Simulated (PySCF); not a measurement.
## A run with a changed setting

The sound run of [Dy(NH2)2]+ (singlet in the valence; each metal's 4f electrons, 9 of them, lie in its core potential, out of spins and levels) uses PySCF 2.14.0, RKS TPSS, Dy lcecp-1-SVP with ECP55, N def2-SVP, H def2-SVP; non-relativistic Hamiltonian with scalar-relativistic core potentials where named; density fitting; no spin-orbit coupling, grid (50, 194), threshold 1e-8 and 55 cycles at the relaxed geometry. This run, with dm0 from free metal ions and neutral atoms, differs:

```python
mol = gto.M(atom='''
Dy     1.14755     0.05306    -0.00502
N     -0.12353     0.09906     1.65104
H      0.07889     0.16483     2.65778
H     -1.14970     0.04579     1.57348
N     -0.13020    -0.12216    -1.64922
H      0.08146    -0.19293    -2.65425
H     -1.15663    -0.16460    -1.57381''',
    basis={'Dy': 'lcecp-1-SVP', 'N': 'def2-SVP', 'H': 'def2-SVP'},
    ecp={'Dy': 'lcecp-1-SVP'},
    charge=1, spin=1)
mf = dft.UKS(mol, xc='TPSS')
mf.grids.atom_grid = (50, 194)  # f atoms: unpruned, at least (60, 302)
mf = mf.density_fit()  # fitting sets: Dy AutoAux, N def2-universal-JKFIT, H def2-universal-JKFIT
mf.conv_tol = 1e-08; mf.max_cycle = 63
mf.kernel(dm0)
```

Question: What was changed, and how did it end?

Answer: The spin was changed. The program refused it. The cycle limit differs too. These settings are unsound on purpose: the numbers aren't the compound's.
```
RuntimeError: Electron number 28 and spin 1 are not consistent
Note mol.spin = 2S = Nalpha - Nbeta, not 2S+1
```

Run from Python with OMP_NUM_THREADS=2; the lines above give its settings.

No frequency check is given that shows the relaxed geometry to be a minimum. An lcecp potential fixes the number of 4f electrons, so in runs with it no electron can move into or out of that shell.
